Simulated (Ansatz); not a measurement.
Reaction (isomerisation): `C=[C]1[O][AlH]1` → `C#[C][AlH][OH]`

Calculated with Ansatz (gas phase, PBE0-D4/def2-TZVP geometries, no zero-point term in ΔE). CCSD(T)/CBS adds triple-zeta CCSD(T) − MP2 to the extrapolated MP2 energy (def2 sets, frozen cores). DFT in def2-TZVPP. B3LYP here is the variant with VWN-RPA as its local correlation; programs differ in this. One conformer a species, not always the lowest.

| level | ΔE (eV) |
| --- | --- |
| B3LYP | -1.55 |
| CCSD/CBS(def2) | -1.77 |

Q: What does CCSD(T)/CBS give? (An estimate is asked.)

A: The calculation gave: -1.70 eV. The listed levels differ from it by 0.15, -0.07 eV.

Q: What do rigid-rotor, harmonic-oscillator terms from PBE0-D4/def2-TZVP frequencies (298.15 K, 1 bar) make of the CCSD(T)/CBS value? (An estimate is asked.)

A: The calculation gave: ΔZPE = -0.04 eV, ΔH = -1.71 eV, ΔS = 22 J/(mol·K), ΔG = -1.78 eV.

Largest T1 diagnostic among the species: 0.018.

Leaving LDA and LC-ωPBE aside and taking each functional with its dispersion term where it has one, the values, not all of them listed here, spread over 0.50 eV, from BHLYP-D4 to PBE-D4. LDA lies +0.24 eV from PBE without D4. From BLYP to BHLYP (50 % exact exchange), in def2-TZVPP and without D4, ΔE moves by −0.22 eV.
